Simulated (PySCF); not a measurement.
**RuH and its ions**

r²SCAN; H def2-TZVPPD, Ru def2-TZVPPD with ECP28; scalar-relativistic core potentials (PySCF 2.14). Neutral (UKS): quartet (σ ↑, δ ↑↑), Re = 1.574 Å, ωe = 2035 cm⁻¹, De = 2.82 eV, HOMO -4.35 eV, LUMO -2.88 eV.

RuH⁺ (UKS): quintet (σ ↑, π ↑, δ ↑↑), Re = 1.593 Å, ωe = 2032 cm⁻¹, De = 2.44 eV to H + Ru⁺ (4d7). The energies at the minima are -95.44217 hartree for RuH and -95.14407 for RuH⁺.

Question: Work out the adiabatic ionisation energy, without and with harmonic zero-point energies (1 hartree = 27.2114 eV, 1 eV = 8065.5 cm⁻¹), and the change of the bond length.

Answer: At r²SCAN: 0.29810 hartree = 8.112 eV between the minima; the zero-point term (2032.0 − 2035.0)/2 cm⁻¹ = -0.000 eV makes it 8.112 eV. Re changes by +1.9 pm against the neutral. The electron leaves a π orbital, which is non-bonding in a hydride.

The metal atom is held in its measured ground configuration; semilocal functionals can put another filling of s and d lower by some tenths of an eV, and De to that atom would be smaller. Spin–orbit coupling is left out, which matters for elements this heavy, above all for dissociation energies. For an ion De counts to the pair picked by the measured ionisation energies or electron affinities, which need not be the lowest pair at this level. The state is the lowest single determinant that the PBE0 search found; with open d or f shells the true ground state can be another one.
